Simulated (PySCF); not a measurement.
# Polarisability and C₆ of Sb (antimony, neutral)

[Kr] 4d10 5s1 5p3 6s1, high-spin 6S determinant (an excited configuration). All numbers are calculated (PySCF 2.14, a scalar-relativistic core potential, in aug-cc-pVQZ-PP with one added diffuse shell each of s, p, d, f, g type with ECP28MDF (8s8p6d4f3g, 117 functions)). Coupled (time-dependent) response in atomic units; α is the mean over directions.

```json
{"method": "UHF", "mean α (bohr³)": "946.5", "C₆ (like pair)": "24850", "S(−4)": "740200"}
{"method": "PBE", "mean α (bohr³)": "685.8", "C₆ (like pair)": "15500", "S(−4)": "392300"}
{"method": "PBE0", "mean α (bohr³)": "780.4", "C₆ (like pair)": "18670", "S(−4)": "507800"}
```

S(−4) is the Cauchy moment in α(ω) = α(0) + S(−4) ω² + …

α(iu) at PBE:

```json
{"u (hartree)": "0", "α(iu) (bohr³)": "685.8"}
{"u (hartree)": "0.0500", "α(iu) (bohr³)": "290.9"}
{"u (hartree)": "0.100", "α(iu) (bohr³)": "118.9"}
{"u (hartree)": "0.200", "α(iu) (bohr³)": "46.49"}
{"u (hartree)": "0.300", "α(iu) (bohr³)": "28.01"}
{"u (hartree)": "0.500", "α(iu) (bohr³)": "14.59"}
{"u (hartree)": "0.750", "α(iu) (bohr³)": "8.358"}
{"u (hartree)": "1.00", "α(iu) (bohr³)": "5.552"}
{"u (hartree)": "1.50", "α(iu) (bohr³)": "3.112"}
{"u (hartree)": "2.00", "α(iu) (bohr³)": "2.063"}
{"u (hartree)": "3.00", "α(iu) (bohr³)": "1.133"}
{"u (hartree)": "5.00", "α(iu) (bohr³)": "0.4973"}
```

A single London oscillator, α(iu) = α/(1 + u²/ω²), gives C₆ = (3/4) ω α². Matching the computed C₆ needs ω = 4 × 15500 / (3 × 685.8²) = 0.0439 hartree.

Energies and moments cover only the electrons outside the core potential. The outer electron is Rydberg-like, and this basis confines it to a smaller radius and binds it less than a complete one would.
